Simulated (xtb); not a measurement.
C5H4N (SMILES [c-]1cccnc1), charge -1, singlet, from a rough starting geometry; GFN2-xTB in xtb.

Here is a job for xtb.
```
$ xtb mol.xyz --gfn 2 --chrg -1 --opt vtight --json

# file mol.xyz
10

N     -0.01697439    -0.17643868     1.50865013
C      0.01828819    -0.16064125    -1.28569449
C      0.02959443     0.90608049     0.78816508
C      0.03383998    -1.31544267     0.83625965
C     -0.03343448    -1.37988025    -0.59286830
C      0.01309114     0.96240447    -0.56384261
H      0.04405881    -0.23632995    -2.40470200
H     -0.03448091     1.88624653     1.36632335
H     -0.00855015    -2.29771431     1.37503646
H      0.04194138     1.95790351    -1.11432269
```

Q: Write the output that xtb gives for this input, abridged.

A: 
```
   ID    Z sym.   atoms
    1    7 N      1
    2    6 C      2-6
    3    1 H      7-10

           -------------------------------------------------
          |                Calculation Setup                |
           -------------------------------------------------

           -------------------------------------------------
          |                 G F N 2 - x T B                 |
           -------------------------------------------------

          ...................................................
          :                      SETUP                      :
          :.................................................:
          :  # basis functions                  28          :
          :  # atomic orbitals                  28          :
          :  # shells                           16          :
          :  # electrons                        30          :
          :  max. iterations                   250          :
          :  Hamiltonian                  GFN2-xTB          :
          :  restarted?                      false          :
          :  GBSA solvation                  false          :
          :  PC potential                    false          :
          :  electronic temp.          300.0000000     K    :
          :  accuracy                    1.0000000          :
          :  -> integral cutoff          0.2500000E+02      :
          :  -> integral neglect         0.1000000E-07      :
          :  -> SCF convergence          0.1000000E-05 Eh   :
          :  -> wf. convergence          0.1000000E-03 e    :
          :  Broyden damping             0.4000000          :
          :  net charge                         -1          :
          :  unpaired electrons                  0          :
          ...................................................

 iter      E             dE          RMSdq      gap      omega  full diag
   1    -15.9061998 -0.159062E+02  0.564E+00    2.92       0.0  T
   2    -15.9698199 -0.636201E-01  0.403E+00    0.67       1.0  T
   3    -15.9909831 -0.211633E-01  0.212E+00    1.75       1.0  T
   4    -15.9946009 -0.361776E-02  0.484E-01    1.54       1.0  T
   5    -15.9963231 -0.172221E-02  0.189E-01    1.48       1.0  T
   6    -15.9964775 -0.154401E-03  0.819E-02    1.50       1.0  T
   7    -15.9964986 -0.211374E-04  0.446E-02    1.50       1.0  T
   8    -15.9965017 -0.309861E-05  0.158E-02    1.51       2.0  T
   9    -15.9965028 -0.110913E-05  0.355E-03    1.51       8.9  T
  10    -15.9965029 -0.514164E-08  0.187E-03    1.51      16.9  T
  11    -15.9965029 -0.669758E-08  0.584E-04    1.51      54.1  T
  12    -15.9965029 -0.157762E-08  0.172E-04    1.51     184.1  T

   *** convergence criteria satisfied after 12 iterations ***

         :::::::::::::::::::::::::::::::::::::::::::::::::::::
         ::                     SUMMARY                     ::
         :::::::::::::::::::::::::::::::::::::::::::::::::::::
         :: total energy             -15.737815962123 Eh    ::
         :: gradient norm              0.127504571565 Eh/a0 ::
         :: HOMO-LUMO gap              1.508712015442 eV    ::
         ::.................................................::
         :: SCC energy               -15.996499874685 Eh    ::
         :: -> isotropic ES            0.126166234254 Eh    ::
         :: -> anisotropic ES          0.009447990786 Eh    ::
         :: -> anisotropic XC          0.012615424222 Eh    ::
         :: -> dispersion             -0.008227214573 Eh    ::
         :: repulsion energy           0.258683912561 Eh    ::
         :: add. restraining           0.000000000000 Eh    ::
         :: total charge              -1.000000000000 e     ::
         :::::::::::::::::::::::::::::::::::::::::::::::::::::

      -----------------------------------------------------------
     |                   =====================                   |
     |                        A N C O P T                        |
     |                   =====================                   |
     |               Approximate Normal Coordinate               |
     |                Rational Function Optimizer                |
      -----------------------------------------------------------
      -----------------------------------------------------------
     |                   =====================                   |
     |                        A N C O P T                        |
     |                   =====================                   |
     |               Approximate Normal Coordinate               |
     |                Rational Function Optimizer                |
      -----------------------------------------------------------

          ...................................................
          :                      SETUP                      :
          :.................................................:
          :   optimization level         verytight          :
          :   max. optcycles                   200          :
          :   ANC micro-cycles                  20          :
          :   degrees of freedom                24          :
          :.................................................:
          :   RF solver                   davidson          :
          :   write xtbopt.log                true          :
          :   linear?                        false          :
          :   energy convergence         0.1000000E-06 Eh   :
          :   grad. convergence          0.2000000E-03 Eh/α :
          :   maxmium RF displ.          1.0000000          :
          :   Hlow (freq-cutoff)         0.1000000E-01      :
          :   Hmax (freq-cutoff)         5.0000000          :
          :   S6 in model hess.         20.0000000          :
          ...................................................

generating ANC from exact Hessian ...
Using Lindh-Hessian (1995)
 Shifting diagonal of input Hessian by    0.0000000000000000
 Lowest  eigenvalues of input Hessian
[...]
 * total energy  :   -15.7378160 Eh     change       -0.7278445E-10 Eh
 * total energy  :   -15.7519198 Eh     change       -0.1410386E-01 Eh
 * total energy  :   -15.7541319 Eh     change       -0.2212084E-02 Eh
 * total energy  :   -15.7545384 Eh     change       -0.4064996E-03 Eh
 * total energy  :   -15.7546349 Eh     change       -0.9653200E-04 Eh
 * total energy  :   -15.7546430 Eh     change       -0.8095260E-05 Eh
 * total energy  :   -15.7546444 Eh     change       -0.1323202E-05 Eh
 * total energy  :   -15.7546447 Eh     change       -0.3035596E-06 Eh
 * total energy  :   -15.7546447 Eh     change       -0.9488259E-08 Eh
   *** GEOMETRY OPTIMIZATION CONVERGED AFTER 9 ITERATIONS ***
         :: total energy             -15.754644667132 Eh    ::
[...]
         :: gradient norm              0.000077226037 Eh/a0 ::
         :: HOMO-LUMO gap              1.816922329740 eV    ::
         ::.................................................::
         :: SCC energy               -15.998315747166 Eh    ::
         :: -> isotropic ES            0.126106151254 Eh    ::
         :: -> anisotropic ES          0.009545420575 Eh    ::
         :: -> anisotropic XC          0.012628705683 Eh    ::
         :: -> dispersion             -0.008147007794 Eh    ::
         :: repulsion energy           0.243671080034 Eh    ::
         :: add. restraining           0.000000000000 Eh    ::
         :: total charge              -1.000000000000 e     ::
         :::::::::::::::::::::::::::::::::::::::::::::::::::::

           -------------------------------------------------
          |                Property Printout                |
           -------------------------------------------------

    * Orbital Energies and Occupations

         #    Occupation            Energy/Eh            Energy/eV
      -------------------------------------------------------------
         1        2.0000           -0.4334523             -11.7948
       ...           ...                  ...                  ...
         3        2.0000           -0.3905139             -10.6264
         4        2.0000           -0.3570111              -9.7148
         5        2.0000           -0.3450450              -9.3892
         6        2.0000           -0.3234336              -8.8011
         7        2.0000           -0.2861089              -7.7854
         8        2.0000           -0.2754441              -7.4952
         9        2.0000           -0.2744607              -7.4685
        10        2.0000           -0.2515307              -6.8445
        11        2.0000           -0.2228689              -6.0646
        12        2.0000           -0.2025470              -5.5116
        13        2.0000           -0.1645925              -4.4788
        14        2.0000           -0.1575472              -4.2871
        15        2.0000           -0.0864976              -2.3537 (HOMO)
        16                         -0.0197269              -0.5368 (LUMO)
        17                          0.0029249               0.0796
        18                          0.1228102               3.3418
        19                          0.3014201               8.2021
        20                          0.3207492               8.7280
        21                          0.3707012              10.0873
        22                          0.3819692              10.3939
        23                          0.4714309              12.8283
        24                          0.5127124              13.9516
        25                          0.6166615              16.7802
        26                          0.6785970              18.4656
       ...                                ...                  ...
        28                          0.8162235              22.2106
      -------------------------------------------------------------
                  HL-Gap            0.0667707 Eh            1.8169 eV
             Fermi-level           -0.0531122 Eh           -1.4453 eV

     #   Z          covCN         q      C6AA      α(0)
     1   7 N        1.830    -0.339    29.660     8.070
     2   6 C        2.957    -0.026    28.655     8.780
     3   6 C        2.918     0.037    27.176     8.549
     4   6 C        2.944     0.052    26.835     8.496
     5   6 C        1.967    -0.342    41.857    10.448
     6   6 C        2.899    -0.070    29.737     8.941
     7   1 H        0.923    -0.083     5.001     3.497
     8   1 H        0.924    -0.074     4.730     3.401
     9   1 H        0.923    -0.080     4.909     3.465
    10   1 H        0.924    -0.074     4.742     3.405

 Mol. C6AA /au·bohr⁶  :       1754.850692
 Mol. C8AA /au·bohr⁸  :      41970.037888
 Mol. α(0) /au        :         67.052587

Wiberg/Mayer (AO) data.
largest (>0.10) Wiberg bond orders for each atom

 ---------------------------------------------------------------------------
     #   Z sym  total        # sym  WBO       # sym  WBO       # sym  WBO
 ---------------------------------------------------------------------------
     1   7 N    3.019 --     4 C    1.416     3 C    1.416
     2   6 C    3.961 --     6 C    1.443     5 C    1.368     7 H    0.963
     3   6 C    3.978 --     6 C    1.423     1 N    1.416     8 H    0.958
                             5 C    0.121
     4   6 C    3.948 --     1 N    1.416     5 C    1.361     9 H    0.958
     5   6 C    2.939 --     2 C    1.368     4 C    1.361     3 C    0.121
     6   6 C    3.977 --     2 C    1.443     3 C    1.423    10 H    0.962
     7   1 H    0.993 --     2 C    0.963
     8   1 H    0.995 --     3 C    0.958
     9   1 H    0.994 --     4 C    0.958
    10   1 H    0.994 --     6 C    0.962
 ---------------------------------------------------------------------------

Topologies differ in total number of bonds
Writing topology from bond orders to xtbtopo.mol

molecular dipole:
                 x           y           z       tot (Debye)
 q only:       -0.013       0.730      -0.157
   full:       -0.010       1.523      -0.190       3.901
molecular quadrupole (traceless):
                xx          xy          yy          xz          yz          zz
 q only:        6.085      -0.002      -2.761       0.104      -0.218      -3.324
  q+dip:        5.341       0.049      -3.105       0.075      -2.922      -2.236
   full:        7.803       0.043      -4.139       0.119      -3.144      -3.664

optimized geometry written to: xtbopt.xyz

           -------------------------------------------------
          | TOTAL ENERGY              -15.754644667132 Eh   |
          | GRADIENT NORM               0.000077226037 Eh/α |
          | HOMO-LUMO GAP               1.816922329740 eV   |
           -------------------------------------------------
```
